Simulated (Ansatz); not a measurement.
Input file for `[CH3][Ga-]([CH3])([OH])[PH3+]`:

```yaml
crystal:
  periodic: [false, false, false]
  atoms:
    - {symbol: C, position_ang: [-1.846916, -0.037372, 1.100286]}
    - {symbol: Ga, position_ang: [-0.160993, -0.573517, 0.236430]}
    - {symbol: C, position_ang: [1.591286, -0.870868, 1.100996]}
    - {symbol: O, position_ang: [-0.436643, -1.418998, -1.368584]}
    - {symbol: P, position_ang: [0.270060, 1.540137, -1.333743]}
    - {symbol: H, position_ang: [-1.725373, 0.864764, 1.704042]}
    - {symbol: H, position_ang: [-2.200279, -0.832895, 1.761653]}
    - {symbol: H, position_ang: [-2.620873, 0.142235, 0.351689]}
    - {symbol: H, position_ang: [2.395918, -0.953617, 0.366931]}
    - {symbol: H, position_ang: [1.572099, -1.797712, 1.680890]}
    - {symbol: H, position_ang: [1.837158, -0.058227, 1.788400]}
    - {symbol: H, position_ang: [0.321109, -1.926846, -1.663082]}
    - {symbol: H, position_ang: [0.537640, 2.921753, -1.172624]}
    - {symbol: H, position_ang: [1.261836, 1.282509, -2.303386]}
    - {symbol: H, position_ang: [-0.818029, 1.667854, -2.220497]}
basis:
  gaussian: {orbitals: def2-TZVPP}
correlation: {method: ccsd_t}
output: {orbitals: {seedname: orbitals}}
```

```sh
$ ansatz run in.yaml --threads 2 --pin off --events-out ev --progress --plain --max-ram 32768MiB --backend cuda --devices 0, --max-vram 18GiB
```

Log, shortened:

```
Functional definition: HF
1886 factors; integrals over basis functions are off by at most 9.4e-4 eV
mean field evaluation 1: about -65859.0809 eV, gradient 5.3e1 eV
mean field evaluation 2: about -65859.2462 eV, gradient 5.3e1 eV
mean field evaluation 4: about -65865.4585 eV, gradient 5.6e0 eV
mean field evaluation 8: about -65865.5730 eV, gradient 4.2e-1 eV
mean field -65865.57357644 eV, -2420.5151836448 hartree, gradient 1.6e-6 eV, S^2 0.000000; 0 other end points of the search recorded, 0 dependent functions left out
17 core orbitals not correlated: weight in the atoms' cores, before any rotation towards them, 1.000 or more for the frozen orbitals, at most 0.000 for the correlated occupied ones
reference -65865.57357644 eV, -2420.5151836448 hartree; 21, 21 occupied and 285, 285 virtual orbitals, 1886 factors
second order -27.70533286 eV of doubles, -0.00000000 eV of singles
cycle   1  -28.12290150 eV  change   -4.2e-1 eV  update   1.3e-1
cycle   2  -28.90463116 eV  change   -7.8e-1 eV  update   3.8e-2
cycle   3  -29.06826140 eV  change   -1.6e-1 eV  update   2.0e-2
cycle   4  -29.05847273 eV  change    9.8e-3 eV  update   4.8e-3
cycle   5  -29.05628489 eV  change    2.2e-3 eV  update   2.4e-3
cycle   6  -29.05666550 eV  change   -3.8e-4 eV  update   7.4e-4
cycle   7  -29.05641688 eV  change    2.5e-4 eV  update   3.1e-4
cycle   8  -29.05636610 eV  change    5.1e-5 eV  update   1.1e-4
cycle   9  -29.05639720 eV  change   -3.1e-5 eV  update   3.8e-5
perturbative correction -1.12479282 eV, -0.0413353738 hartree
Total energy: -65895.75476646 eV, -2421.6243219205 hartree
```

Run time 6.5 s (2 threads of an AMD EPYC 7R13 on a shared host and a share of an NVIDIA H100 80 GB); peak host memory 1.3 GiB.

Correlation energy per correlated electron: -0.719 eV. T1 diagnostic: 0.0125.
